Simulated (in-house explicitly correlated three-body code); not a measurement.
Computed with an exponentially correlated three-body code. Model: two electrons around a point charge, non-relativistic, variational in 260 exponentially correlated functions (energies converged to about 1e-7 hartree, or 1e-8 relative for large Z).

For this charge the correlation energy is taken as exact minus Hartree-Fock, from which it differs by microhartrees, and the kinetic parts follow from it.

For two electrons in a singlet the Kohn-Sham orbital is the square root of half the density, so the exact Kohn-Sham potential and energy parts follow from the density alone, and exchange is minus half the Hartree energy. The Kohn-Sham level equals minus the binding energy of the second electron.

Command:
```bash
python run_hyl.py task.json out
```
Settings (lengths in bohr, energies in hartree):
```
Z                      11.9
interaction_strength   1
functions              260
states_tried           13
```

Time taken, with all properties: 19 s on 1 thread of AMD EPYC 9R45 96-Core Processor (Zen 5), on a shared host.

**Those bound S and P states to n = 4 that converged, binding against the one-electron ion.**

Given: nuclear charge 11.9.

Computed: one-electron threshold -70.805 hartree.

```json
{"term": "1 1S", "energy (hartree)": "-134.329442", "binding (eV)": "1728.6", "quantum defect": "0.032968"}
{"term": "2 3S", "energy (hartree)": "-86.3177433", "binding (eV)": "422.12", "quantum defect": "0.043106"}
{"term": "2 3P", "energy (hartree)": "-85.8945585", "binding (eV)": "410.61", "quantum defect": "0.015856"}
{"term": "2 1S", "energy (hartree)": "-85.8612705", "binding (eV)": "409.7", "quantum defect": "0.013664"}
{"term": "2 1P", "energy (hartree)": "-85.5686072", "binding (eV)": "401.74", "quantum defect": "-0.0059276"}
{"term": "3 3S", "energy (hartree)": "-77.5894687", "binding (eV)": "184.61", "quantum defect": "0.040941"}
{"term": "3 3P", "energy (hartree)": "?", "binding (eV)": "?", "quantum defect": "?"}
{"term": "3 1S", "energy (hartree)": "-77.4689086", "binding (eV)": "181.33", "quantum defect": "0.014294"}
{"term": "3 1P", "energy (hartree)": "-77.3840116", "binding (eV)": "179.02", "quantum defect": "-0.004908"}
{"term": "4 3S", "energy (hartree)": "-74.593718", "binding (eV)": "103.1", "quantum defect": "0.040272"}
{"term": "4 3P", "energy (hartree)": "?", "binding (eV)": "?", "quantum defect": "?"}
{"term": "4 1S", "energy (hartree)": "-74.5448683", "binding (eV)": "101.77", "quantum defect": "0.014495"}
{"term": "4 1P", "energy (hartree)": "-74.50935", "binding (eV)": "100.8", "quantum defect": "-0.0045663"}
```

(1) What belongs in the row 3 3P?

(2) What belongs in the row 4 3P?

**Electric-dipole lines between converged S and P states, rate of the upper state's decay.**

```tsv
s state	p state	p minus s (eV)	oscillator strength from s	rate (1/s)
1 1S	2 1P	1326.8	0.74049	1.8856e+13
1 1S	3 1P	1549.6	0.15093	5.2418e+12
1 1S	4 1P	1627.8	0.056413	2.1621e+12
2 1S	2 1P	7.9638	0.044462	4.0787e+07
2 1S	3 1P	230.68	0.39425	3.0344e+11
2 1S	4 1P	308.9	0.096824	1.3363e+11
3 1S	2 1P	-220.4	-0.051223	1.0797e+11
3 1S	3 1P	2.3102	0.077376	5.9729e+06
3 1S	4 1P	80.534	0.43271	4.0592e+10
4 1S	2 1P	-299.97	-0.011227	4.3834e+10
4 1S	3 1P	-77.257	-0.11717	3.0347e+10
4 1S	4 1P	?	?	?
2 3S	2 3P	11.515	0.061474	1.1791e+08
2 3S	3 3P	240.67	0.37693	3.1578e+11
2 3S	4 3P	320.33	0.09395	1.3943e+11
3 3S	2 3P	?	?	?
3 3S	3 3P	3.1616	0.10298	1.4888e+07
3 3S	4 3P	82.818	0.41394	4.1065e+10
4 3S	2 3P	-307.51	-0.011294	4.6343e+10
4 3S	3 3P	-78.357	-0.122	3.2502e+10
4 3S	4 3P	1.2991	0.14196	3.4652e+06
```

(3) What belongs in the row 4 1S 4 1P?

(4) What belongs in the row 3 3S 2 3P?

**Functionals on the exact density and self-consistent, errors are functional minus exact, hybrids only self-consistent, a dash where a self-consistent run leaves the top level unbound.**

| result | exchange error (millihartree) | correlation error (millihartree) | functional driven error (millihartree) | density driven error (millihartree) | self consistent total error (millihartree) | top level plus exact binding (eV) |
| --- | --- | --- | --- | --- | --- | --- |
| OLYP | 38.664 | -4.3018 | 34.362 | -1.2665 | 33.095 | 71.023 |
| PW91 | 121.58 | -17.34 | 104.24 | -1.4747 | 102.77 | 71.431 |
| AM05 | 791.43 | -139.02 | 652.41 | -1.8273 | 650.58 | 78.529 |
| SCAN | -3.9996 | 1.5019 | -2.4977 | -0.31534 | -2.813 | 63.865 |
| PBE0 | - | - | - | - | 104.4 | 53.856 |
| wB97X | - | - | - | - | -221.48 | 55.079 |
| r2SCAN0 | - | - | - | - | -1.668 | 47.676 |
| TPSS | -3.5851 | -3.1419 | -6.727 | -0.37724 | -7.1042 | 66.463 |
| B3LYP VWN-RPA | - | - | - | - | ? | ? |
| revTPSS | ? | ? | ? | ? | ? | ? |
| HSE06 | - | - | - | - | 96.254 | 54.222 |
| PBEsol | 451.12 | -16.463 | 434.65 | -1.4673 | 433.19 | 75.706 |
| BP86 | 55.714 | -49.901 | 5.8125 | -1.0387 | 4.7738 | 70.95 |
| PBE | 143.17 | -2.2134 | 140.96 | -1.4417 | 139.52 | 72.183 |

(5) What belongs in the row B3LYP VWN-RPA?

(6) What belongs in the row revTPSS?

**Density and exact potentials over r, pair density (one pair, times 4 pi r12^2) and exact minus Kohn-Sham pair density over r12.**

| radius (bohr) | radial density (electrons/bohr) | exchange potential (hartree) | intracule density (1/bohr) | Coulomb hole against Kohn-Sham (1/bohr) | correlation potential (hartree) |
| --- | --- | --- | --- | --- | --- |
| 0.0353 | 6.8798 | -10.702 | 0.82386 | -0.04685 | -0.014 |
| 0.0409 | 8.0941 | -10.468 | 1.0733 | -0.05646 | -0.008 |
| 0.0474 | 9.3298 | -10.184 | 1.3851 | -0.06636 | 0 |
| 0.0549 | 10.495 | -9.8464 | 1.7632 | -0.0755 | 0.007 |
| 0.0636 | 11.487 | -9.4487 | 2.2098 | -0.08245 | 0.013 |
| 0.0736 | ? | ? | ? | ? | ? |
| 0.0853 | 12.449 | -8.4741 | 3.249 | -0.08203 | 0.02 |
| 0.0988 | ? | ? | ? | ? | ? |
| 0.114 | 11.417 | -7.3043 | 4.2088 | -0.05222 | 0.019 |
| 0.133 | 10.013 | -6.6279 | 4.5093 | -0.02496 | 0.016 |
| 0.154 | 8.2707 | -5.9722 | 4.5493 | 0.00352 | 0.013 |
| 0.178 | 6.362 | -5.3314 | 4.2994 | 0.02815 | 0.009 |
| 0.206 | 4.4823 | -4.7099 | 3.7561 | 0.04364 | 0.006 |
| 0.239 | 2.835 | -4.1188 | 2.9761 | 0.04655 | 0.003 |
| 0.277 | 1.5989 | -3.5836 | 2.1109 | 0.03819 | 0.001 |
| 0.32 | 0.80073 | -3.1154 | 1.3283 | 0.02465 | 0.001 |
| 0.371 | 0.33719 | -2.6925 | 0.70908 | 0.01173 | 0.002 |

(7) What belongs in the row 0.0736?

(8) What belongs in the row 0.0988?

Results:

(1) energy (hartree): -77.4732838; binding (eV): 181.45; quantum defect: 0.015274.

(2) energy (hartree): -74.5459779; binding (eV): 101.8; quantum defect: 0.015086.

(3) p minus s (eV): 0.9665; oscillator strength from s: 0.10782; rate (1/s): 1.4568e+06.

(4) p minus s (eV): -225.99; oscillator strength from s: -0.052485; rate (1/s): 1.1631e+11.

(5) self consistent total error (millihartree): 77.483; top level plus exact binding (eV): 56.936.

(6) exchange error (millihartree): -3.0176; correlation error (millihartree): -5.1408; functional driven error (millihartree): -8.1584; density driven error (millihartree): -0.25432; self consistent total error (millihartree): -8.4127; top level plus exact binding (eV): 65.432.

(7) radial density (electrons/bohr): 12.176; exchange potential (hartree): -8.9935; intracule density (1/bohr): 2.7105; Coulomb hole against Kohn-Sham (1/bohr): -0.0853; correlation potential (hartree): 0.017.

(8) radial density (electrons/bohr): 12.2; exchange potential (hartree): -7.9029; intracule density (1/bohr): 3.773; Coulomb hole against Kohn-Sham (1/bohr): -0.07096; correlation potential (hartree): 0.02.

The density-driven part is never positive, since each functional's own density lowers its energy. Here it is small beside the functional-driven part (median ratio 0.031), the normal case.
